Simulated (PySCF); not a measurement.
# Structure revision by computed shifts

A compound C4H9NO2Si gives the data below (simulated from a calculation) and was assigned the structure `C=CO[SiH2]CC(N)=O`.

¹³C{¹H} NMR (computed): δ 165.4 (C), 136.0 (CH), 114.3 (CH), 24.2 (CH3).

¹H NMR (500 MHz, computed): δ 6.81 (m, 1H), 6.60 (d, 1H), 5.64 (br, 1H), 4.96 (s, 3H), 1.92 (s, 3H).

All values are calculated (PySCF 2.14): geometry from GFN2-xTB, σ from GIAO-PBE0/pcSseg-1. In vacuum, rapidly exchanging positions averaged, one conformer, non-relativistic.

Scale: ¹H (σ = 31.72 ppm) and ¹³C (σ = 186.93 ppm) against TMS (reference shieldings calculated alike).

Question: Compare with the shifts computed for the proposed structure, pairing carbons in order of shift.

Answer: Atom-mapped SMILES (the numbers label the heavy atoms): `[CH2:1]=[CH:2][O:3][SiH2:4][CH2:5][C:6]([NH2:7])=[O:8]`; H(Xn) means a hydrogen on atom n.

| atom | computed for proposal | given list | difference |
| --- | --- | --- | --- |
| C6 | 173.6 | 165.4 | +8.2 |
| C2 | 152.8 | 136.0 | +16.8 |
| C1 | 103.0 | 114.3 | -11.3 |
| C5 | 27.6 | 24.2 | +3.4 |

The rms difference is 11.1 ppm and the largest +16.8 ppm at C2 (alkene carbon bearing oxygen). The carbon types in order of shift don't match either: C, CH, CH2, CH2 for the proposal against C, CH, CH, CH3 in the data. The proposal doesn't fit.

Question: Which isomer fits?

Answer: `O(/C=C/NC(C)=O)[SiH3]`.

- Carbon types of the structure: 1 × C, 2 × CH, 1 × CH3, leaving 4 H on heteroatoms.
- δC 165.4: amide carbonyl carbon; lone-pair donation from the attached heteroatom keeps it upfield of a ketone carbonyl.
- δC 136.0: alkene carbon bearing oxygen; an sp2 carbon further deshielded by the attached heteroatom.
- δC 114.3: alkene carbon bearing nitrogen; an sp2 carbon of a C=C bond.
- δC 24.2: methyl carbon α to a carbonyl; α to the electron-withdrawing carbonyl group.

The shifts were computed for this structure.

OH and NH positions are those of a molecule without intermolecular hydrogen bonds; in solution they move with solvent, concentration and temperature, and exchange usually removes their couplings. Amide-type NH protons are broadened by 14N but still split neighbouring CH signals. Shifts are as computed. Against solution values, carbons near 30 ppm lie about +3 ppm off and those near 130 ppm about +5 ppm. Of 1309 compounds with measured shifts, 239 miss one by over three times the rms of a fit or turn the order of signals round; such compounds aren't used in these exercises. Hydrogen bonding in solution deshields acid and N–H amide carbonyl carbons by as much as 10 ppm beyond these values. No couplings were computed; multiplicities are counted from neighbouring protons, with m where these are inequivalent, close in shift, in a saturated or five-membered ring or joined by F or P, and br s for small geminal =CH2 splittings.
